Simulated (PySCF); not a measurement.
## RbSi: energy against distance

Set-up: Rb def2-SVPD with ECP28, Si def2-SVPD; scalar-relativistic core potentials (PySCF 2.14). Energies in eV from Rb + Si in their ground configurations at the same level. State: ⁴Σ⁻ (quartet), unpaired electrons σ ↑, π ↑↑.

All columns are TPSS. A positive dipole means Rb(−)Si(+).

| R (Å) | E (eV) | μ (D) | Mulliken charge on Rb (basis-dependent) | HOMO (eV) | LUMO (eV) | Mayer bond order | ⟨S²⟩ |
| --- | --- | --- | --- | --- | --- | --- | --- |
| 2.772 | -1.312 | -8.21 | 0.56 | -3.20 | -1.80 | 0.80 | 3.75 |
| 2.901 | -1.516 | -8.66 | 0.56 | -3.19 | -1.85 | 0.79 | 3.75 |
| 3.030 | -1.631 | -9.08 | 0.56 | -3.09 | -1.89 | 0.79 | 3.75 |
| 3.126 | -1.673 | -9.39 | 0.55 | -3.02 | -1.92 | 0.79 | 3.75 |
| 3.223 | -1.688 | -9.68 | 0.55 | -2.96 | -1.96 | 0.79 | 3.75 |
| 3.320 | -1.680 | -9.95 | 0.54 | -2.90 | -1.99 | 0.79 | 3.75 |
| 3.449 | -1.646 | -10.30 | 0.52 | -2.84 | -2.02 | 0.80 | 3.75 |
| 3.610 | -1.577 | -10.69 | 0.51 | -2.77 | -2.07 | 0.80 | 3.75 |
| 3.803 | -1.473 | -11.09 | 0.49 | -2.70 | -2.12 | 0.80 | 3.75 |
| 4.061 | -1.318 | -11.50 | 0.46 | -2.64 | -2.19 | 0.80 | 3.75 |

A fit through these points gives, at Re = 3.235 Å, μ = -9.71 D and dμ/dR = -2.92 D/Å; the reduced mass is 21.04 u.

Question: How strong is the fundamental in the double-harmonic approximation, I = 42.26·(dμ/dR)²/μred km/mol?

Answer: I = 42.26·(-2.92)²/21.04 = 17.1 km/mol at TPSS.

Spin–orbit coupling is left out. The state was picked by a PBE0 search and need not be the measured ground state.
